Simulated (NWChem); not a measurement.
System: CdGeH$_{4}$S; SMILES [SH][Cd][GeH3]

Input file for NWChem:

```
start job
memory heap 200 mb stack 900 mb global 1100 mb
geometry units angstroms noautoz
  Cd    -0.628637     0.565775     0.002540
  S     -0.789419     2.931484     0.005229
  H      0.552332     3.101819    -0.003519
  Ge    -0.467627    -1.962953    -0.000331
  H     -1.113508    -2.574012    -1.261309
  H      1.005389    -2.423092     0.031961
  H     -1.169823    -2.580003     1.227227
end
basis spherical
  * library def2-svp
end
ecp
  Cd library def2-ecp
end
dft
  xc xtpss03 ctpss03
  iterations 150
  mulliken
end
task dft energy
```

All runs use the structure optimised with PBE0/def2-SVP. def2 effective core potentials on Cd; no spin-orbit coupling.

Predict the main results of this run. (TPSS/def2-SVP with def2 effective core potentials on Cd.) Quantities: basis functions; energy (Ha); highest occupied level (eV); orbital gap (eV); dipole (D).


```json
{
 "number_of_basis_functions": "101",
 "energy (Ha)": "-2644.91",
 "highest occupied level (eV)": "-5.83",
 "orbital gap (eV)": "4.25",
 "dipole (D)": "1.37"
}
```
